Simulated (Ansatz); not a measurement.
A CCSD(T) single point on CH3NOSi.

```yaml
crystal:
  periodic: [false, false, false]
  atoms:
    - {symbol: C, position_ang: [-0.112984, -0.577737, -1.013267]}
    - {symbol: N, position_ang: [0.134263, -1.243736, 0.051015]}
    - {symbol: Si, position_ang: [0.113553, 0.352988, 0.792173]}
    - {symbol: O, position_ang: [-0.210569, 0.782580, -0.842117]}
    - {symbol: H, position_ang: [-0.254556, -0.950706, -2.028731]}
    - {symbol: H, position_ang: [-1.004564, 0.671972, 1.706191]}
    - {symbol: H, position_ang: [1.396058, 0.896638, 1.289136]}
basis:
  gaussian: {orbitals: def2-TZVPP}
correlation: {method: ccsd_t}
output: {orbitals: {seedname: orbitals}}
```

```sh
$ ansatz run in.yaml --threads 2 --pin off --events-out ev --progress --plain --max-ram 4352MiB
```

The program prints (abridged):

```
Functional definition: HF
1068 factors; integrals over basis functions are off by at most 9.3e-4 eV
mean field evaluation 1: about -12457.4157 eV, gradient 4.1e1 eV
mean field evaluation 2: about -12457.7341 eV, gradient 4.1e1 eV
mean field evaluation 4: about -12461.3926 eV, gradient 3.5e0 eV
mean field evaluation 8: about -12461.4542 eV, gradient 3.8e-1 eV
mean field evaluation 16: about -12461.4555 eV, gradient 2.5e-6 eV
mean field -12461.45551937 eV, -457.9500436590 hartree, gradient 2.4e-6 eV, S^2 0.000000; 0 other end points of the search recorded, 0 dependent functions left out
8 core orbitals not correlated: weight in the atoms' cores, before any rotation towards them, 1.000 or more for the frozen orbitals, at most 0.000 for the correlated occupied ones
reference -12461.45551937 eV, -457.9500436590 hartree; 11, 11 occupied and 158, 158 virtual orbitals, 1068 factors
second order -19.03545313 eV of doubles, -0.00000000 eV of singles
cycle   1  -18.84073844 eV  change    1.9e-1 eV  update   1.1e-1
cycle   2  -19.39236428 eV  change   -5.5e-1 eV  update   3.4e-2
cycle   3  -19.52368402 eV  change   -1.3e-1 eV  update   1.8e-2
cycle   4  -19.50919612 eV  change    1.4e-2 eV  update   4.7e-3
cycle   5  -19.50700588 eV  change    2.2e-3 eV  update   2.3e-3
cycle   6  -19.50853141 eV  change   -1.5e-3 eV  update   6.7e-4
cycle   7  -19.50815359 eV  change    3.8e-4 eV  update   2.3e-4
cycle   8  -19.50807374 eV  change    8.0e-5 eV  update   8.1e-5
cycle   9  -19.50809969 eV  change   -2.6e-5 eV  update   3.4e-5
cycle  10  -19.50807967 eV  change    2.0e-5 eV  update   1.6e-5
perturbative correction -0.88896958 eV, -0.0326690294 hartree
Total energy: -12481.85256862 eV, -458.6996213931 hartree
```

It took 37 s on 2 threads of an Arm Neoverse V2 on a shared host, with 1.6 GiB of host memory at the peak.

Correlation energy per correlated electron: -0.927 eV. T1 diagnostic: 0.0153.
